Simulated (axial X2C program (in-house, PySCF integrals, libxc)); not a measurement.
# What spin–orbit coupling does to GeCl⁻

Calculated with an in-house all-electron X2C program for linear molecules (integrals from PySCF). Spin-free means the one-electron spin-free X2C Hamiltonian; two-component (2c) means X2C with spin–orbit coupling and atomic mean-field two-electron Coulomb and Gaunt terms, so the difference of the two also holds small scalar two-electron terms. Basis: Ge dyall-acv3z [10s10p8d5f1g], Cl dyall-av3z [9s8p3d2f] (cores contracted in-house); Gaussian nuclei, density fitting, unrestricted open shells. Masses: Ge 73.921 u, Cl 34.969 u.

Spin-free state: M_S = 1, Λ = 0 (beyond evenly filled blocks: π+α, π-α); fragments Ge + Cl-.

| level | Re (Å) | ωe (cm⁻¹) | De (eV) | μ (D) |
| --- | --- | --- | --- | --- |
| PBE0 | 2.351 | 278.0 | 1.924 | -0.59 |
| HF | 2.413 | 245.3 | 1.363 | -1.38 |
| MP2 | 2.369 | 274.5 | 1.776 | n/a |
| CCSD | 2.381 | 268.0 | 1.739 | n/a |
| CCSD(T) | 2.380 | 270.1 | 1.776 | n/a |
| PBE50 | 2.334 | 285.8 | 1.888 | -0.70 |

Correlated methods: 12 electrons correlated (number of frozen shells: Ge 3 s, 2 p, 1 d; Cl 2 s, 1 p), 264 virtual spin orbitals or spinors in MP2, 89 natural virtuals in coupled cluster.

Dipoles are positive if Cl is the positive end and refer to the centre of mass.

Two-component determinant lowest at the distance of the search:

Ω = 1 (⟨Sz⟩ = 1.00, ⟨Lz⟩ = 0.00 at HF); fragments Ge + Cl-.

```csv
level,Re (Å),ωe (cm⁻¹),μ (D)
PBE0,2.352,277.7,-0.59
HF,2.414,244.9,-1.39
MP2,2.370,274.2,n/a
CCSD,2.382,267.6,n/a
CCSD(T),2.381,269.7,n/a
PBE50,2.335,285.5,-0.70
```

From the two tables, how do the constants change at the CCSD(T) level (2c against spin-free)?

At the CCSD(T) level Re increases by 0.001 Å and ωe drops by 0.4 cm⁻¹.

Occupations by symmetry block were frozen at the best pattern of an incomplete PBE0 search. De is counted from the lowest determinant-based energies of the atoms at the same level, without counterpoise correction. De is not given where an atomic determinant may have missed its ground term or J level, or where the truncated virtual space spoils (T). Density functionals use the spin component along the axis (collinear). CCSD and (T) use frozen natural virtuals with an MP2 correction for the truncation; (T) itself is uncorrected, so its De runs slightly low. Other states lie close and PBE0, whose exact exchange favours high spin, may order them wrongly; the determinant shown need not be the ground state. The nearest other spin-free determinant of the search, M_S = 0, Λ = 2, lies 0.71 eV up at the distance of the search. The functionals have no current-density term, which raises determinants with orbital currents, atoms included. With several unpaired electrons one determinant need not be a pure state. Open-shell Ω = 0 determinants with evenly filled partner blocks cannot be reached by this program, so the Ω shown need not be the lowest component. This is the Ω = 1 component of a π² triplet; the 0⁺ component is not one determinant and can lie lowest. The highest occupied level of some functionals is positive through self-interaction error; at Hartree–Fock it is bound. With the outer-core shells frozen, correlated bond lengths of heavy atoms tend to come out a few hundredths of an ångström too long. Hartree–Fock gets electron affinities wrong, so its lowest charge split need not be the true one.
